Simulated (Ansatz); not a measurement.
Ideal-gas functions of BFH4N2, SMILES `NB(N)F` at 800 K and 1 bar, from an Ansatz frequency run at PBE0-D4/def2-TZVP.

Molar mass 61.86 g/mol, point group C2v (symmetry number 2), electronic degeneracy 1, moments of inertia 51.845, 56.395, 108.24 u Å². Harmonic wavenumbers (cm⁻¹, unscaled): 267, 318, 361, 363, 423, 550, 644, 864, 865, 922, 1401, 1440, 1630, 1633, 3657, 3661, 3760, 3760.

Use S(trans) = R[1.5 ln M + 2.5 ln T − 1.1517]; rotational temperatures θ = 24.2544 K / I; S(rot) = R[ln(√π/σ · √(T³/θAθBθC)) + 1.5]; for each mode x = 1.438777 ν̃/T, S = R[x/(eˣ − 1) − ln(1 − e⁻ˣ)] and H = RT x/(eˣ − 1); 1 cm⁻¹ = 0.0119627 kJ/mol; R = 8.31446 J/(mol·K).

**Question.** By hand: the entropy, in J/(mol·K).

**Answer.** Translation 180.8. Rotation: θ = 0.4678, 0.4301, 0.2241 K, giving 107.7. Vibration, mode by mode: 14.49, 13.07, 12.05, 12.01, 10.79, 8.74, 7.54, 5.44, 5.43, 5.00, 2.53, 2.40, 1.83, 1.82, 0.09, 0.09, 0.07, 0.07, in all 103.5. Electronic 0.0. Sum 392.0 J/(mol·K).

**Question.** By hand: H − E and G − E in kJ/mol, counted from the electronic energy.

**Answer.** Zero-point energy ½ × 26519 × 0.0119627 = 158.6; thermal vibration 44.8; translation, rotation and pV give 4 RT = 26.6. H − E = 230.0 kJ/mol, and G − E = 230.0 − 800 × 392.0/1000 = -83.6 kJ/mol.

Vibration gives 26 % of the entropy. The sum counts one conformer and one mirror image; others add a mixing term.
